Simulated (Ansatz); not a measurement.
triplet Ti: levels of theory in one basis

A single Ti atom.

Basis set: STO-3G (spherical functions). Left uncorrelated: 5 orbitals. Correlation on ROHF uses semicanonical orbitals with singles. Charge 0, multiplicity 3.

Computed with Ansatz (development build ahead of 0.2.0); each method stands on the lowest determinant of its kind that the runs found.

| method | E − E(ROHF) (eV) | <S²> of the determinant |
| --- | --- | --- |
| ROHF | 0.00 | 2.00 |
| UHF | -0.03 | 2.10 |
| UHF-MP2 | -1.98 | 2.10 |

Question: What does ROHF-MP2 give on the same scale?

Answer: -2.11 eV.

Question: Is a single determinant a sound starting point here?

Answer: By this sign, yes. Unrestricted orbitals gain 0.03 eV and <S²> is 2.10 against 2.00 for a pure state.
